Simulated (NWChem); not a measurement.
HSe2F; SMILES F[Se][SeH]

```xyz
4

Se    -0.3927     0.9181    -0.0092
F      1.2214     1.6611    -0.0116
Se     0.0881    -1.3055    -0.0380
H      0.2001    -1.5133     1.4225
```
Atoms are numbered in this order, from 1.

Results from NWChem. Coordinates come from a PBE0/def2-SVP optimisation. Level: PBE0/aug-cc-pVDZ; the question gives the wavelength of the field.

Question: What does the run give for field static? Quantities: isotropic polarisability (bohr³); anisotropy (bohr³).

Answer: 
```json
{
  "isotropic polarisability (bohr³)": "57.1",
  "anisotropy (bohr³)": "29.4"
}
```
